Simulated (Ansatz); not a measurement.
A nudged elastic band was laid between two geometries of BClH$_{6}$OSi (10 atoms, charge 0, multiplicity 1).

The calculation used RKS revPBE/6-31G* (Ansatz 0.2.0).

* movable images: 5
* climbing image: yes
* spring: 5.0 eV/Å²
* optimiser: quadratic models (default)
* start path: through a guess of the saddle point
* force threshold: 0.05 eV/Å
* iteration limit: 60
* end points: relaxed

Initial state:

```xyz
10
Properties=species:S:1:pos:R:3
B -1.440 0.119 -0.305
Cl -1.738 -1.612 -0.931
H -2.351 0.539 0.367
H -0.959 0.853 -1.145
H -0.284 -0.916 1.245
O -0.165 -0.057 0.783
Si 1.431 0.214 0.096
H 2.373 -0.332 1.125
H 1.580 -0.498 -1.204
H 1.553 1.691 -0.030
```

Final state:

```xyz
10
Properties=species:S:1:pos:R:3
B -1.258 0.993 -0.129
Cl -1.261 -3.068 0.467
H -2.403 0.618 -0.063
H -0.952 2.151 -0.307
H -0.942 -1.810 0.283
O -0.280 0.035 0.000
Si 1.426 0.239 -0.053
H 1.975 -0.273 1.241
H 1.940 -0.575 -1.199
H 1.754 1.690 -0.238
```

(1) What changes between the two ends?

(2) Give the energies along the band, and the barrier.

(3) What is the geometry of the highest image?

(4) What are the harmonic wavenumbers there?

Results:

(1) Bonds broken: B1–Cl2, H5–O6. Bonds formed: Cl2–H5. BClH6OSi becomes BH5OSi + ClH.

(2) The run converged. The highest image is number 2 of 0 to 6, 17.6 kcal/mol above the first end and 20.7 kcal/mol above the last; the last end lies 3.1 kcal/mol below the first. A vibrational analysis at the climbing image gives one clearly imaginary mode, 969i cm⁻¹: a first-order saddle point. The orbitals stay closed-shell, which can raise the energy where a bond breaks towards radicals; this wasn't checked here.

```tsv
image	path coordinate (Å)	energy (kcal/mol)	B1–Cl2 (Å)	H5–O6 (Å)	Cl2–H5 (Å)
0	0.00	0.0	1.87	0.98	2.71
1	0.80	0.8	1.88	0.99	2.36
2	1.59	17.6	2.24	1.33	1.51
3	2.44	3.0	3.02	2.03	1.31
4	3.29	-0.6	3.64	2.18	1.30
5	4.14	-2.3	3.94	2.04	1.31
6	4.98	-3.1	4.10	1.98	1.31
```

(3) 
```xyz
10
Properties=species:S:1:pos:R:3
B -1.329 0.321 -0.205
Cl -1.775 -1.867 -0.349
H -2.272 0.728 0.415
H -1.086 0.660 -1.336
H -0.633 -1.280 0.442
O -0.141 -0.062 0.649
Si 1.477 0.301 0.177
H 2.352 -0.307 1.225
H 1.780 -0.283 -1.169
H 1.628 1.788 0.151
```

(4) 969i, 75, 98, 178, 339, 396, 605, 671, 686, 742, 793, 898, 915, 922, 957, 984, 1058, 1217, 1415, 2205, 2224, 2234, 2558, 2675 cm⁻¹.

Run time: 2.3 min on 2 threads of Intel(R) Xeon(R) Platinum 8488C (Sapphire Rapids) (shared host), peak memory 0.15 GiB.
